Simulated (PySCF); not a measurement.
C₃H₄N₂O, SMILES C1=NC=NCO1.

Geometry optimised at B3LYP-D3(BJ)/def2-SVP. Other conformers were not sampled.

The numbers are results of TDDFT-PBE/def2-SVPD run with PySCF 2.14.0, not measurements.

Vertical excitations. Isolated molecule, no solvent.

```tsv
state	energy (eV)	λ (nm)	f	main pairs
S1	3.74	332	0.004	HOMO→LUMO 83 %, HOMO−1→LUMO 16 %
S2	4.44	279	0.032	HOMO−1→LUMO 78 %, HOMO→LUMO 16 %
S3	4.74	262	0.003	HOMO−2→LUMO 95 %
S4	6.10	203	0.010	HOMO→LUMO+1 91 %
S5	6.42	193	0.002	HOMO→LUMO+2 72 %, HOMO−1→LUMO+1 15 %
S6	6.47	192	0.005	HOMO−1→LUMO+1 76 %
S7	6.74	184	0.000	HOMO−1→LUMO+2 61 %, HOMO−3→LUMO 31 %
S8	7.05	176	0.015	HOMO→LUMO+3 97 %
S9	7.18	173	0.005	HOMO−2→LUMO+1 89 %
S10	7.22	172	0.010	HOMO→LUMO+4 95 %
T1	3.12	397	0	HOMO→LUMO 88 %
T2	3.50	355	0	HOMO−1→LUMO 88 %
T3	4.35	285	0	HOMO−2→LUMO 99 %
T4	5.56	223	0	HOMO−3→LUMO 45 %, HOMO→LUMO+1 19 %, HOMO→LUMO+2 17 %, HOMO−1→LUMO+2 9 %
```
Triplets are in the Tamm–Dancoff approximation, which puts them higher than full response would, so one can lie above its singlet here.
